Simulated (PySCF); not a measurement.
Al(H)(OMe)(OSiH3) (CH₇AlO₂Si), SMILES [O](C)[AlH][O][SiH3].

Geometry optimised at PBE-D3(BJ)/def2-SVP. The structure was generated by enumeration; whether it is a known compound was not checked. The values are those of a single conformer.

These are PySCF with PBE-D3(BJ)/def2-SVP values and carry that method's errors.

Frequencies are harmonic and unscaled.

```json
[
 {"mode": "1", "ν (cm⁻¹)": "12", "IR (km/mol)": "0.0", "moving atoms (share of kinetic energy)": "H 96 %"},
 {"mode": "2", "ν (cm⁻¹)": "25", "IR (km/mol)": "0.1", "moving atoms (share of kinetic energy)": "Si 29 %, O 26 %, H 20 %, C 20 %"},
 {"mode": "3", "ν (cm⁻¹)": "69", "IR (km/mol)": "0.0", "moving atoms (share of kinetic energy)": "H 55 %, O 37 %"},
 {"mode": "4", "ν (cm⁻¹)": "82", "IR (km/mol)": "0.1", "moving atoms (share of kinetic energy)": "H 60 %, O 36 %"},
 {"mode": "5", "ν (cm⁻¹)": "97", "IR (km/mol)": "7.4", "moving atoms (share of kinetic energy)": "O 46 %, C 30 %, H 21 %"},
 {"mode": "6", "ν (cm⁻¹)": "157", "IR (km/mol)": "10.7", "moving atoms (share of kinetic energy)": "O 54 %, H 24 %, Al 15 %"},
 {"mode": "7", "ν (cm⁻¹)": "291", "IR (km/mol)": "38.5", "moving atoms (share of kinetic energy)": "O 68 %, Al 20 %"},
 {"mode": "8", "ν (cm⁻¹)": "464", "IR (km/mol)": "120.3", "moving atoms (share of kinetic energy)": "H 77 %, Al 19 %"},
 {"mode": "9", "ν (cm⁻¹)": "513", "IR (km/mol)": "8.6", "moving atoms (share of kinetic energy)": "Al 44 %, Si 36 %, H 13 %"},
 {"mode": "10", "ν (cm⁻¹)": "641", "IR (km/mol)": "80.4", "moving atoms (share of kinetic energy)": "H 80 %, C 9 %"},
 {"mode": "11", "ν (cm⁻¹)": "705", "IR (km/mol)": "43.9", "moving atoms (share of kinetic energy)": "H 84 %, Si 9 %"},
 {"mode": "12", "ν (cm⁻¹)": "712", "IR (km/mol)": "53.7", "moving atoms (share of kinetic energy)": "H 84 %, Si 9 %"},
 {"mode": "13", "ν (cm⁻¹)": "737", "IR (km/mol)": "148.4", "moving atoms (share of kinetic energy)": "Al 45 %, H 20 %, O 17 %, C 14 %"},
 {"mode": "14", "ν (cm⁻¹)": "916", "IR (km/mol)": "67.9", "moving atoms (share of kinetic energy)": "H 96 %"},
 {"mode": "15", "ν (cm⁻¹)": "917", "IR (km/mol)": "71.2", "moving atoms (share of kinetic energy)": "H 96 %"},
 {"mode": "16", "ν (cm⁻¹)": "967", "IR (km/mol)": "365.2", "moving atoms (share of kinetic energy)": "H 86 %, Si 13 %"},
 {"mode": "17", "ν (cm⁻¹)": "1093", "IR (km/mol)": "443.8", "moving atoms (share of kinetic energy)": "O 77 %, Al 10 %, Si 9 %"},
 {"mode": "18", "ν (cm⁻¹)": "1139", "IR (km/mol)": "36.6", "moving atoms (share of kinetic energy)": "H 67 %, C 22 %, O 10 %"},
 {"mode": "19", "ν (cm⁻¹)": "1147", "IR (km/mol)": "0.0", "moving atoms (share of kinetic energy)": "H 76 %, C 19 %"},
 {"mode": "20", "ν (cm⁻¹)": "1206", "IR (km/mol)": "260.2", "moving atoms (share of kinetic energy)": "O 54 %, C 32 %, H 10 %"},
 {"mode": "21", "ν (cm⁻¹)": "1421", "IR (km/mol)": "0.9", "moving atoms (share of kinetic energy)": "H 97 %"},
 {"mode": "22", "ν (cm⁻¹)": "1425", "IR (km/mol)": "2.0", "moving atoms (share of kinetic energy)": "H 96 %"},
 {"mode": "23", "ν (cm⁻¹)": "1431", "IR (km/mol)": "17.3", "moving atoms (share of kinetic energy)": "H 89 %, C 9 %"},
 {"mode": "24", "ν (cm⁻¹)": "1972", "IR (km/mol)": "114.1", "moving atoms (share of kinetic energy)": "H 96 %"},
 {"mode": "25", "ν (cm⁻¹)": "2144", "IR (km/mol)": "126.8", "moving atoms (share of kinetic energy)": "H 97 %"},
 {"mode": "26", "ν (cm⁻¹)": "2160", "IR (km/mol)": "117.5", "moving atoms (share of kinetic energy)": "H 98 %"},
 {"mode": "27", "ν (cm⁻¹)": "2160", "IR (km/mol)": "150.2", "moving atoms (share of kinetic energy)": "H 96 %"},
 {"mode": "28", "ν (cm⁻¹)": "2910", "IR (km/mol)": "93.1", "moving atoms (share of kinetic energy)": "H 97 %"},
 {"mode": "29", "ν (cm⁻¹)": "2986", "IR (km/mol)": "51.1", "moving atoms (share of kinetic energy)": "H 91 %, C 9 %"},
 {"mode": "30", "ν (cm⁻¹)": "2997", "IR (km/mol)": "36.6", "moving atoms (share of kinetic energy)": "H 90 %, C 10 %"}
]
```
